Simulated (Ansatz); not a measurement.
Reaction (substitution at a C–O bond): `FCOCS` + silanol → `[SiH3]OCS` + `OCF`

Computed with Ansatz on PBE0-D4/def2-TZVP structures; ΔE is electronic, products minus reactants. CBS: MP2 limit from def2 TZ/QZ plus the TZ coupled-cluster correction, frozen cores. Functionals use def2-TZVPP. HSE06 is defined as in plane-wave codes. One conformer a species, not always the lowest.

```json
{"level": "LDA (SPW92)", "ΔE (kcal/mol)": "2.3", "difference from CCSD(T)/CBS": "-0.1"}
{"level": "PBE-D4", "ΔE (kcal/mol)": "1.6", "difference from CCSD(T)/CBS": "-0.8"}
{"level": "revPBE-D4", "ΔE (kcal/mol)": "1.3", "difference from CCSD(T)/CBS": "-1.1"}
{"level": "BLYP-D4", "ΔE (kcal/mol)": "1.3", "difference from CCSD(T)/CBS": "-1.1"}
{"level": "HSE06-D4", "ΔE (kcal/mol)": "1.6", "difference from CCSD(T)/CBS": "-0.8"}
{"level": "BHLYP-D4", "ΔE (kcal/mol)": "1.6", "difference from CCSD(T)/CBS": "-0.8"}
{"level": "ωB97X-V", "ΔE (kcal/mol)": "2.2", "difference from CCSD(T)/CBS": "-0.2"}
{"level": "ωB97M-V", "ΔE (kcal/mol)": "2.2", "difference from CCSD(T)/CBS": "-0.2"}
{"level": "revPBE", "ΔE (kcal/mol)": "1.5", "difference from CCSD(T)/CBS": "-0.9"}
{"level": "r2SCANh", "ΔE (kcal/mol)": "2.2", "difference from CCSD(T)/CBS": "-0.2"}
{"level": "RPA@PBE/def2-TZVPP", "ΔE (kcal/mol)": "2.4", "difference from CCSD(T)/CBS": "0.0"}
{"level": "CCSD(T)/def2-SVP", "ΔE (kcal/mol)": "1.3", "difference from CCSD(T)/CBS": "-1.1"}
{"level": "HF/def2-TZVPP", "ΔE (kcal/mol)": "1.8", "difference from CCSD(T)/CBS": "-0.6"}
{"level": "MP2/def2-TZVPP", "ΔE (kcal/mol)": "2.5", "difference from CCSD(T)/CBS": "0.1"}
{"level": "CCSD/def2-TZVPP", "ΔE (kcal/mol)": "2.3", "difference from CCSD(T)/CBS": "-0.1"}
{"level": "HF/CBS(def2)", "ΔE (kcal/mol)": "1.7", "difference from CCSD(T)/CBS": "-0.7"}
{"level": "CCSD(T)/CBS", "ΔE (kcal/mol)": "2.4", "difference from CCSD(T)/CBS": "0"}
```

What do rigid-rotor, harmonic-oscillator terms from PBE0-D4/def2-TZVP frequencies (298.15 K, 1 bar) make of the CCSD(T)/CBS value? (An estimate is asked.)

The calculation gave: ΔZPE = +0.4 kcal/mol, ΔH = +2.8 kcal/mol, ΔS = 11 J/(mol·K), ΔG = +2.0 kcal/mol. Modes under 50 cm⁻¹ make the entropy rough.

Largest T1 diagnostic among the species: 0.012.

Leaving LDA and LC-ωPBE aside and taking each functional with its dispersion term where it has one, the values, not all of them listed here, spread over 1.1 kcal/mol, from BLYP-D4 to B97M-V. At CCSD(T), def2-SVP lies −1.1 kcal/mol from the extrapolated value and def2-TZVPP +0.0 kcal/mol.
